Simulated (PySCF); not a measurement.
Computed shifts of a molecule C₄H₄BNO, PBE/pcSseg-1 run with PySCF, GIAO, gas phase, equivalent atoms averaged, in ppm (number of nuclei): ¹⁵N: 329.0 (1). ¹³C: 186.2 (1), 130.7 (1), 117.9 (1), 29.1 (1). ¹H: 8.75 (1), 5.72 (1), 1.98 (2). References: ¹⁵N against NH3 (σ = 267.0 ppm); ¹³C against TMS (σ = 182.0 ppm); ¹¹B against BF3 (σ = 83.9 ppm); ¹⁷O against H2O (σ = 334.3 ppm); ¹H against TMS (σ = 31.49 ppm), references at their B3LYP-D3(BJ)/def2-TZVP geometries, non-relativistic. The structure is a stationary point at PBE0-D3(BJ)/def2-SVP. One conformer was computed; it need not be the lowest.

**Question.** Pick the molecule that these values belong to.
A) O=C=NB1C=CC1
B) C#CCB1N=CO1
C) CB1OC=C1C#N
D) N#CC1=CCB1O

**Answer.** D, N#CC1=CCB1O
